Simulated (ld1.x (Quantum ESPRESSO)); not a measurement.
## What the settings do to the TM potential of aluminium (Al)

Base potential:

ld1.x (Quantum ESPRESSO) 7.5 input, shortened:

```
&input
   title='Al', zed=13., rel=0, dft='PBE', iswitch=3,
   config='[Ne] 3s2 3p0.75 3d-2'
 /
 &inputp
   pseudotype=2, tm=.true., lloc=1,
   nlcc=.false.
 /
3
3S  1  0   2.00   0.00  1.80  1.80  0.0
3D  3  2  -2.00   0.10  2.10  2.10  0.0
3P  2  1   0.75   0.00  2.20  2.20  0.0
 &test
   configts(1)='3s2 3p0.75'
 /
```

Cutoffs, loose and tight: the cutoffs (Ry, on a coarse ladder) from which the occupation-weighted sum of valence levels, in a spherical-Bessel basis at the reference potential, stays within 10 and 1 mRy of its value at 400 Ry. They do not see the model core or the augmentation charge, which bear on the density cutoff. Test errors are all-electron minus pseudo excitation energies from the reference, over the configurations 3s2 3p1; 3s2 3p0; 3s1 3p0; 3s1 3p2; 3s1 3p1; 3s2 3p1.3; 3s0 3p3. A dash means not determined; rows that change the core or the reference have their own tests.

| change | outcome | cutoff, loose | cutoff, tight | bound ghosts | largest test error (meV) |
| --- | --- | --- | --- | --- | --- |
| base | generated | 10 Ry | 30 Ry | none | +28 |
| reference 3s1 3p0 | generated | 10 Ry | 30 Ry | none | +44 |
| wave 3d channel at 0.1 Ry: rc 2.10 bohr becomes 3d channel at -0.07 Ry: rc 2.10 bohr | generated | 10 Ry | 30 Ry | none | +28 |
| type RRKJ; local potential the s channel; rho0 0.001 | generated | 10 Ry | 30 Ry | none | +27 |
| local potential all-electron potential smoothed inside 1.80 bohr (lloc = -2) | generated | 10 Ry | 30 Ry | none | +28 |

(1) What comes out with this change to the base: all radii scaled by about 1.19 (s 2.14, p 2.62, d 2.50 bohr)?

(2) What comes out with this change to the base: core [He], valence charge 11; reference 2s2 2p6 3s1 3p0; waves now 2s (bound): rc 0.85 bohr; 2p (bound): rc 0.85 bohr; 3d channel at 0.1 Ry: rc 0.75 bohr; local potential the d channel?

(3) What comes out with this change to the base: core correction a·sin(br)/r model core inside 1.78 bohr?

## Answers

(1) outcome: generated; cutoff, loose: 10 Ry; cutoff, tight: 25 Ry; bound ghosts: none; largest test error (meV): +30.

(2) outcome: generated; cutoff, loose: 230 Ry; cutoff, tight: over 300 Ry; bound ghosts: none; largest test error (meV): +282.

(3) outcome: generated; cutoff, loose: 10 Ry; cutoff, tight: 30 Ry; bound ghosts: none; largest test error (meV): +2.2.
